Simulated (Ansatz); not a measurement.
Species: C₂H₄O₂Si, SMILES `C([SiH]=C)(O)=O` (C–Si–C–O torsion 180°, Si–C–O–H torsion 180°) (charge 0, multiplicity 1), formula C2H4O2Si.

Problem. How many basis functions does Ansatz (an electronic-structure program) with frozen-core CCSD(T)/def2-TZVPP // PBE0-D3(BJ)/def2-TZVP use, how many core orbitals are frozen, and how many electrons are correlated?

Solution. 222 basis functions and 9 frozen orbitals, which leaves 28 correlated electrons. Core time is of the order of minutes.
